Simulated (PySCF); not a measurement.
C2H8AsGa, charge +1, doublet, at a GFN2-xTB geometry (such geometries of metal compounds can be far from the true shape) (a state made from the parent by changing its charge; the spin is typed, not shown lowest); B3LYP/STO-3G run with PySCF.

The PySCF input:
```python
from pyscf import gto, scf, dft

mol = gto.Mole()
mol.atom = '''
    Ga    0.50532976   -0.76912323    0.42856976
    C     2.18075088   -1.00822260   -0.74843106
    H     2.93941108   -1.57004154   -0.19530775
    H     2.57382580   -0.02181408   -1.01762987
    H     1.91600849   -1.55731978   -1.65780981
    C    -0.66388948   -1.32958246    2.03113939
    H    -1.46056417   -1.99795485    1.68894488
    H    -1.10506600   -0.43500887    2.48407627
    H    -0.04740564   -1.85190956    2.76894452
    As   -0.81687037    1.33545781   -0.68067958
    H    -2.07682793    0.51836621   -0.56405774
    H    -0.54905036    0.71522543   -2.02664659
'''
mol.basis = 'sto-3g'
mol.charge = 1
mol.spin = 1
mol.verbose = 5
mol.build()

mf = dft.UKS(mol)
mf.xc = 'b3lyp'
mf.kernel()
mf.analyze()
```

It wrote (shortened):

```
PySCF version 2.14.0

[INPUT] verbose = 5
[INPUT] max_memory = 4000
[INPUT] num. atoms = 12
[INPUT] num. electrons = 83
[INPUT] charge = 1
[INPUT] spin (= nelec alpha-beta = 2S) = 1
[INPUT] symmetry False subgroup None
[INPUT] Mole.unit = angstrom
[INPUT] Symbol           X                Y                Z      unit          X                Y                Z       unit  Magmom
[...]
[INPUT] ---------------- BASIS SET ----------------
[INPUT] l, kappa, [nprim/nctr], expnt,             c_1 c_2 ...
[INPUT] Ga
[...]
                                375.4910517       0.5353281423
                                101.6225324       0.4446345422
[...]
                                38.98425028       0.3995128261
                                12.67888813       0.7001154689
[...]
                                3.847993927       0.2175436044
                                1.484675684       0.9166769611
[...]
                                0.2947057141      0.0196064117
                                0.1301451506      1.131034442
[...]
                                38.98425028       0.6076837186
                                12.67888813       0.3919573931
[...]
                                3.847993927       0.5777664691
                                1.484675684       0.4846460366
[...]
                                0.2947057141      0.5715227604
                                0.1301451506      0.5498949471
[...]
                                3.847993927       0.6555473627
                                1.484675684       0.286573259
[INPUT] H
[...]
                                0.62391373        0.53532814
                                0.1688554         0.44463454
[INPUT] As
[...]
                                425.6994298       0.5353281423
                                115.210879        0.4446345422
[...]
                                44.8948404        0.3995128261
                                14.60119548       0.7001154689
[...]
                                4.841354819       0.2175436044
                                1.867945198       0.9166769611
[...]
                                0.4088041239      0.0196064117
                                0.1805322114      1.131034442
[...]
                                44.8948404        0.6076837186
                                14.60119548       0.3919573931
[...]
                                4.841354819       0.5777664691
                                1.867945198       0.4846460366
[...]
                                0.4088041239      0.5715227604
                                0.1805322114      0.5498949471
[...]
                                4.841354819       0.6555473627
                                1.867945198       0.286573259
[INPUT] C
[...]
                                13.045096         0.53532814
                                3.5305122         0.44463454
[...]
                                0.6834831         0.39951283
                                0.2222899         0.70011547
[...]
                                0.6834831         0.60768372
                                0.2222899         0.39195739

nuclear repulsion = 480.276006507976
number of shells = 30
number of NR pGTOs = 162
number of NR cGTOs = 54
basis = sto-3g
ecp = {}

******** <class 'pyscf.dft.uks.UKS'> ********
method = UKS
initial guess = minao
damping factor = 0
level_shift factor = 0
DIIS = <class 'pyscf.scf.diis.CDIIS'>
diis_start_cycle = 1
diis_space = 8
diis_damp = 0
SCF conv_tol = 1e-09
SCF conv_tol_grad = None
SCF max_cycles = 50
direct_scf = True
direct_scf_tol = 1e-13
number electrons alpha = 42  beta = 41
XC library pyscf.dft.libxc version 7.1.2
    S. Lehtola, C. Steigemann, M. J. T. Oliveira, and M. A. L. Marques,  SoftwareX 7, 1–5 (2018)
XC functionals = b3lyp
    P. J. Stephens, F. J. Devlin, C. F. Chabalowski, and M. J. Frisch,  J. Phys. Chem. 98, 11623 (1994)
radial grids:
    Treutler-Ahlrichs [JCP 102, 346 (1995); DOI:10.1063/1.469408] (M4) radial grids

becke partition: Becke, JCP 88, 2547 (1988); DOI:10.1063/1.454033
pruning grids: <function nwchem_prune>
grids dens level: 3
symmetrized grids: False
atomic radii adjust function: <function treutler_atomic_radii_adjust>
small_rho_cutoff = 0
Set gradient conv threshold to 3.16228e-05
atom Ga rad-grids = 90, ang-grids = [ 50  50  50  50  50  50  50  50  50  50  50  50  50  50  50  50  50  50
  50  50  50  50  50  50  50  50  50  50  86  86  86  86  86  86  86  86
  86  86  86  86  86  86  86 350 350 350 350 350 350 350 350 350 350 350
 434 434 434 434 434 434 434 434 434 434 434 434 434 434 434 434 434 434
 434 434 434 350 350 350 350 350 350 350 350 350 350 350 350 350 350 350]
atom C rad-grids = 75, ang-grids = [ 50  50  50  50  50  50  50  50  50  50  50  50  50  50  50  50  50  50
  50  50  50  50  86  86  86  86  86  86  86  86  86  86 266 266 266 266
 266 266 302 302 302 302 302 302 302 302 302 302 302 302 302 302 302 302
 302 302 302 302 266 266 266 266 266 266 266 266 266 266 266 266 266 266
 266 266 266]
atom H rad-grids = 50, ang-grids = [ 50  50  50  50  50  50  50  50  50  50  50  50  50  50  50  86  86  86
  86 266 266 266 266 266 302 302 302 302 302 302 302 302 302 302 302 302
 302 266 266 266 266 266 266 266 266 266 266 266 266 266]
atom As rad-grids = 90, ang-grids = [ 50  50  50  50  50  50  50  50  50  50  50  50  50  50  50  50  50  50
  50  50  50  50  50  50  50  50  50  50  50  86  86  86  86  86  86  86
  86  86  86  86  86  86  86  86  86 350 350 350 350 350 350 350 350 350
 350 434 434 434 434 434 434 434 434 434 434 434 434 434 434 434 434 434
 434 434 434 434 434 350 350 350 350 350 350 350 350 350 350 350 350 350]
tot_boxes 4046, boxes in each direction [15 12 15]
Padding 4 grids
tot grids = 148032
nelec by numeric integration = [41.16054441 41.16054441]
E1 = -6763.524021236061  E2 = 2095.555453890483  Ecoul = 2266.6523517767764  Exc = -171.09689788629348
init E= -4187.6925608376
cond(S) = 10.149319074304001

[...]
converged SCF energy = -4192.7041203906  <S^2> = 0.75887878  2S+1 = 2.0088592
Total Energy =                       -4192.704120390600110
[...]
0 Ga 4pz        -0.04899   0.04144   0.00471   0.08843
0 Ga 3dxy       -0.00037  -0.00349  -0.00027   0.00087
0 Ga 3dyz        0.00019  -0.00176  -0.00061  -0.00087
0 Ga 3dz^2      -0.00280  -0.00325   0.00028   0.00038
0 Ga 3dxz       -0.00316   0.00523  -0.00129   0.00009
0 Ga 3dx2-y2    -0.00426  -0.00525   0.00068  -0.00042
1 C 1s           0.00012  -0.00017  -0.00853   0.00777
1 C 2s          -0.00578   0.01005   0.41145  -0.37693
1 C 2px          0.23892  -0.11022   0.22602  -0.26052
1 C 2py          0.29008   0.37413  -0.04128   0.08666
1 C 2pz          0.29502  -0.27516  -0.13566   0.11718
2 H 1s          -0.15279   0.36997  -0.31836   0.35226
3 H 1s          -0.25075  -0.34136  -0.28382   0.24183
4 H 1s           0.41735  -0.06886  -0.28459   0.26900
5 C 1s           0.00018  -0.00014  -0.00844  -0.00787
5 C 2s          -0.00851   0.00872   0.40723   0.38206
5 C 2px          0.26302  -0.31605  -0.13274  -0.11343
5 C 2py          0.29348   0.35729  -0.07835  -0.12608
5 C 2pz          0.28263  -0.07766   0.21306   0.24892
6 H 1s           0.42890  -0.03941  -0.28161  -0.27508
7 H 1s          -0.22729  -0.36097  -0.28194  -0.24592
8 H 1s          -0.18219   0.36441  -0.31304  -0.35324
9 As 1s         -0.00000  -0.00003   0.00001  -0.00000
9 As 2s          0.00004   0.00047  -0.00013   0.00001
9 As 3s         -0.00000  -0.00072   0.00017  -0.00001
9 As 4s          0.00251   0.03205  -0.01133   0.00046
9 As 2px         0.00003   0.00003   0.00002   0.00001
9 As 2py         0.00001  -0.00012   0.00004  -0.00000
9 As 2pz         0.00003   0.00003   0.00003  -0.00001
9 As 3px        -0.00057  -0.00070  -0.00041  -0.00017
9 As 3py        -0.00022   0.00235  -0.00072   0.00000
9 As 3pz        -0.00060  -0.00052  -0.00059   0.00017
9 As 4px         0.01067   0.01218   0.00819   0.00390
9 As 4py         0.00454  -0.04250   0.01463   0.00003
9 As 4pz         0.01112   0.00902   0.01182  -0.00389
9 As 3dxy       -0.00037  -0.00087  -0.00064  -0.00076
9 As 3dyz       -0.00038  -0.00085  -0.00067   0.00077
9 As 3dz^2       0.00034  -0.00038  -0.00021  -0.00000
9 As 3dxz        0.00053   0.00040   0.00038  -0.00011
9 As 3dx2-y2     0.00054  -0.00042  -0.00011   0.00021
10 H 1s          0.00283  -0.02024   0.01653   0.00304
11 H 1s          0.00193  -0.01935   0.01762  -0.00393

To work with the spin densities directly, `use mulliken_meta_spin()` only printing them here.

 ** Mulliken spin pop alpha/beta on meta-lowdin orthogonal AOs **
 ** Mulliken Spin Density (per AO)  **
spin_pop of  0 Ga 1s        0.00000
spin_pop of  0 Ga 2s        0.00000
spin_pop of  0 Ga 3s        0.00002
spin_pop of  0 Ga 4s       -0.00231
spin_pop of  0 Ga 2px      -0.00000
spin_pop of  0 Ga 2py      -0.00000
spin_pop of  0 Ga 2pz      -0.00000
spin_pop of  0 Ga 3px       0.00009
spin_pop of  0 Ga 3py       0.00009
spin_pop of  0 Ga 3pz       0.00008
spin_pop of  0 Ga 4px       0.04609
spin_pop of  0 Ga 4py       0.08402
spin_pop of  0 Ga 4pz       0.03428
spin_pop of  0 Ga 3dxy      0.13523
spin_pop of  0 Ga 3dyz      0.05409
spin_pop of  0 Ga 3dz^2     0.04481
spin_pop of  0 Ga 3dxz      0.35990
spin_pop of  0 Ga 3dx2-y2    0.10754
spin_pop of  1 C 1s       -0.00000
spin_pop of  1 C 2s       -0.00451
spin_pop of  1 C 2px      -0.01290
spin_pop of  1 C 2py       0.00047
spin_pop of  1 C 2pz      -0.00819
spin_pop of  2 H 1s        0.00711
spin_pop of  3 H 1s        0.00227
spin_pop of  4 H 1s        0.00033
spin_pop of  5 C 1s       -0.00000
spin_pop of  5 C 2s       -0.00449
spin_pop of  5 C 2px      -0.00811
spin_pop of  5 C 2py      -0.00022
spin_pop of  5 C 2pz      -0.01229
spin_pop of  6 H 1s        0.00026
spin_pop of  7 H 1s        0.00264
spin_pop of  8 H 1s        0.00684
spin_pop of  9 As 1s        0.00000
spin_pop of  9 As 2s        0.00000
spin_pop of  9 As 3s        0.00000
spin_pop of  9 As 4s        0.00866
spin_pop of  9 As 2px       0.00000
spin_pop of  9 As 2py       0.00000
spin_pop of  9 As 2pz       0.00000
spin_pop of  9 As 3px       0.00002
spin_pop of  9 As 3py       0.00010
spin_pop of  9 As 3pz       0.00001
spin_pop of  9 As 4px       0.02412
spin_pop of  9 As 4py       0.12936
spin_pop of  9 As 4pz       0.01259
spin_pop of  9 As 3dxy     -0.00003
spin_pop of  9 As 3dyz     -0.00003
spin_pop of  9 As 3dz^2    -0.00003
spin_pop of  9 As 3dxz     -0.00001
spin_pop of  9 As 3dx2-y2    0.00000
spin_pop of  10 H 1s       -0.00396
spin_pop of  11 H 1s       -0.00394
 ** Mulliken Spin Density (per atom)  **
spin density of  0 Ga =      0.86393
spin density of  1 C =     -0.02512
spin density of  2 H =      0.00711
spin density of  3 H =      0.00227
spin density of  4 H =      0.00033
spin density of  5 C =     -0.02512
spin density of  6 H =      0.00026
spin density of  7 H =      0.00264
spin density of  8 H =      0.00684
spin density of  9 As =      0.17476
spin density of  10 H =     -0.00396
spin density of  11 H =     -0.00394
 ** Mulliken pop alpha/beta on meta-lowdin orthogonal AOs **
 ** Mulliken pop       alpha | beta **
In total            42.00000 | 41.00000
 ** Mulliken atomic charges   ( Nelec_alpha | Nelec_beta ) **
charge of  0Ga =      0.46922  (    15.69735     14.83343 )
charge of  1C =     -0.18128  (     3.07808      3.10320 )
charge of  2H =      0.09259  (     0.45726      0.45015 )
charge of  3H =      0.09471  (     0.45378      0.45151 )
charge of  4H =      0.09751  (     0.45141      0.45108 )
charge of  5C =     -0.18123  (     3.07806      3.10317 )
charge of  6H =      0.09765  (     0.45130      0.45104 )
charge of  7H =      0.09439  (     0.45412      0.45149 )
charge of  8H =      0.09285  (     0.45699      0.45015 )
charge of  9As =      0.39782  (    16.38847     16.21371 )
charge of  10H =     -0.03703  (     0.51653      0.52049 )
charge of  11H =     -0.03721  (     0.51663      0.52058 )

WARN: System has nonzero charge 1; the dipole moment is origin-dependent.
Location of origin: [0. 0. 0.]

Dipole moment(X, Y, Z, Debye):  0.94398, -2.55901,  0.64922
```
